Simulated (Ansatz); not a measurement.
Mulliken charges of `[CH3][In]([OH])[F]` from r2SCAN/def2-TZVPP in Ansatz (PBE0-D4/def2-TZVP geometry).

```json
{"atom": "C1", "x (Å)": "-1.246", "y (Å)": "0.547", "z (Å)": "-0.059", "charge (e)": "-0.422"}
{"atom": "In2", "x (Å)": "0.596", "y (Å)": "-0.488", "z (Å)": "-0.294", "charge (e)": "0.928"}
{"atom": "O3", "x (Å)": "2.298", "y (Å)": "-0.578", "z (Å)": "0.700", "charge (e)": "-0.507"}
{"atom": "F4", "x (Å)": "0.805", "y (Å)": "-1.681", "z (Å)": "-1.825", "charge (e)": "-0.495"}
{"atom": "H5", "x (Å)": "-1.070", "y (Å)": "1.622", "z (Å)": "-0.104", "charge (e)": "0.099"}
{"atom": "H6", "x (Å)": "-1.915", "y (Å)": "0.247", "z (Å)": "-0.863", "charge (e)": "0.115"}
{"atom": "H7", "x (Å)": "-1.688", "y (Å)": "0.298", "z (Å)": "0.905", "charge (e)": "0.099"}
{"atom": "H8", "x (Å)": "2.313", "y (Å)": "-0.024", "z (Å)": "1.484", "charge (e)": "0.182"}
```

Question: By hand: the dipole of these point charges (1 e Å = 4.8032 D).

Answer: Σ q r = (-0.557, 0.656, 0.551) e Å, of length 1.022 e Å = 4.91 D.

Question: How does the dipole of the full density compare? (Estimate.)

Answer: Computed: (-0.544, 0.651, 0.553) e Å, 4.86 D; the point charges give 1.01 times that, at 1° from its direction.

Point charges leave out the atoms' own dipoles, such as those of lone pairs, and Mulliken's split depends on the basis, so the close match here is no proof of good charges.
